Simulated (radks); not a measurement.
The nuclear charge of neutral potassium is varied continuously with 19 electrons held in [Ar] 4s1. All-electron calculation, scalar-relativistic Kohn-Sham, r2SCAN, spin-polarised, spherical densities, finite nucleus; open shells are filled with parallel spins first; meta-GGA in the generalised Kohn-Sham scheme; Fermi nuclear charge, rms radius 3.4349 fm. Program: a radial shooting solver on a logarithmic mesh with Libxc functionals. By the Hellmann-Feynman theorem dE/dZ = E(electron-nucleus)/Z, the electronic potential at the nucleus (averaged over a nucleus of fixed radius). The scalar-relativistic energy here is not variational (the density holds large components alone), so the two differ by a part that grows with Z.

| Z | E (hartree) | E(electron-nucleus)/Z (hartree) | HOMO | e(HOMO) (eV) | <r> HOMO (bohr) |
|---|---|---|---|---|---|
| 18.8 | -587.28995 | -74.4004 | 4s | -1.567 | 5.499 |
| 18.9 | -594.75869 | -74.9138 | 4s | -2.064 | 5.210 |
| 19 | -602.27879 | -75.4265 | 4s | -2.595 | 4.965 |
| 19.1 | -609.85021 | -75.9388 | 4s | -3.157 | 4.754 |
| 19.2 | -617.47289 | -76.4506 | 4s | -3.750 | 4.570 |
| 19.3 | -625.14680 | -76.9621 | 4s | -4.371 | 4.406 |
| 19.4 | -632.87191 | -77.4733 | 4s | -5.019 | 4.260 |
| 19.5 | -640.64820 | -77.9842 | 4s | -5.694 | 4.127 |
| 19.6 | -648.47563 | -78.4950 | 4s | -6.394 | 4.006 |
| 19.7 | -656.35420 | -79.0055 | 4s | -7.119 | 3.895 |
| 19.8 | -664.28388 | -79.5159 | 4s | -7.867 | 3.793 |
| 19.9 | -672.26467 | -80.0262 | 4s | -8.640 | 3.698 |
| 20 | -680.29655 | -80.5364 | 4s | -9.435 | 3.610 |

The central difference of E at Z = 19 is -75.458 hartree, to compare with the third column; the second derivative is -5.13 hartree.
